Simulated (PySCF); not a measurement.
PySCF job for Ge(H)2(F)(OMe) (CH5FGeO), SMILES C[O][GeH2][F], IEF-PCM-B3LYP/def2-SVP. Geometry: ωB97X-D3(BJ)/def2-SVP. This is a generated structure with no PubChem entry under its InChIKey; it may be hypothetical. Other conformers were not sampled.

```python
import numpy as np
from pyscf import gto, scf, dft
from pyscf.solvent import pcm

mol = gto.M(
    atom='''
    Ge    0.55169822    0.06599544   -0.30288056
    F     0.85164300    0.85733910    1.22208180
    O    -0.87879813   -0.93848829   -0.10677628
    C    -2.13631651   -0.34403911    0.13806931
    H     1.71861252   -0.87216035   -0.58677088
    H     0.28112887    1.19479261   -1.30476359
    H    -2.18584407    0.10330593    1.14673464
    H    -2.37586191    0.44352712   -0.60244598
    H    -2.90888131   -1.12523005    0.06648209
    ''',
    basis='def2-SVP',
    charge=0,
    spin=0,
    max_memory=1600,
    verbose=3,
)
mf = dft.RKS(mol, xc='b3lyp').density_fit(auxbasis='def2-universal-jkfit')
mf.grids.level = 3
mf.conv_tol = 1e-9
mf.max_cycle = 100
mf.kernel()
res = {}
for name, eps in {'water': 78.355, 'acetonitrile': 35.688, '1-octanol': 9.8629}.items():
    s = mf.PCM()
    s.with_solvent.method, s.with_solvent.eps, s.with_solvent.lebedev_order = 'IEF-PCM', eps, 29
    s.kernel(mf.make_rdm1())
    res[name] = (s.e_tot, eps, s.dip_moment(), s.mo_energy, s.converged)
    print(f'{name}: electrostatic solvation free energy {(s.e_tot - mf.e_tot) * 627.509474:.3f} kcal/mol')
```

It prints:

```
converged SCF energy = -2292.83895650696

WARN: PCM is an experimental feature. It is still in testing.
Features and APIs may be changed in the future.

converged SCF energy = -2292.84503125801
Dipole moment(X, Y, Z, Debye): -0.72733,  0.40959, -2.01465
water: electrostatic solvation free energy -3.812 kcal/mol

WARN: PCM is an experimental feature. It is still in testing.
Features and APIs may be changed in the future.

converged SCF energy = -2292.84488154171
Dipole moment(X, Y, Z, Debye): -0.72577,  0.40375, -2.00414
acetonitrile: electrostatic solvation free energy -3.718 kcal/mol

WARN: PCM is an experimental feature. It is still in testing.
Features and APIs may be changed in the future.

converged SCF energy = -2292.84420059999
Dipole moment(X, Y, Z, Debye): -0.71855,  0.37866, -1.95723
1-octanol: electrostatic solvation free energy -3.291 kcal/mol
```

The run converged.

Cost: around 50 core-seconds (rough).
